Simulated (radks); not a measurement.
Spherical quantum dot in the effective-mass picture: electrons in a hard-walled sphere of radius 2.47, with a point charge +1 (a donor) at the centre, all in effective atomic units (hartree* = m*/eps^2 hartree, bohr* = eps/m* bohr), one dielectric constant everywhere. Calculated with a radial shooting solver with Libxc functionals: non-relativistic Kohn-Sham, PBEsol, spin-polarised, spherical densities. Levels are named by radial order and angular momentum (1s, 1p, 1d, 2s, ...), and open shells are averaged over m. Results are scaled to m* = 0.08 and eps = 7.6, for which hartree* = 37.69 meV and bohr* = 5.027 nm.

N = 20, configuration 1s2 1p6 1d10 2s2. This is the lowest configuration that the search found. Occupied and some empty levels:

level,occupation,eigenvalue (meV),<r> (nm)
1s,2,411.61,7.617
1p,6,432.08,8.304
1d,10,463.03,8.700
2s,2,497.89,5.323
1f,0,503.81,8.998
1g,0,553.69,9.238
2p,0,565.68,6.434

Energy (meV): total 5000.35, kinetic 1830.4, external -541.88, Hartree 4187.1, exchange-correlation -475.22.

Electron density:

r (nm),n(r) (e/nm^3)
0.337,0.01248
0.956,0.009707
1.57,0.007528
2.19,0.005839
2.81,0.004566
3.43,0.003661
4.05,0.003093
4.67,0.002837
5.29,0.002862
5.91,0.003121
6.53,0.003537
7.14,0.003998
7.76,0.004363
8.38,0.004481
9.00,0.004232
9.62,0.003566
10.2,0.002577
10.9,0.001477
11.5,0.0005630
12.1,0.00006538
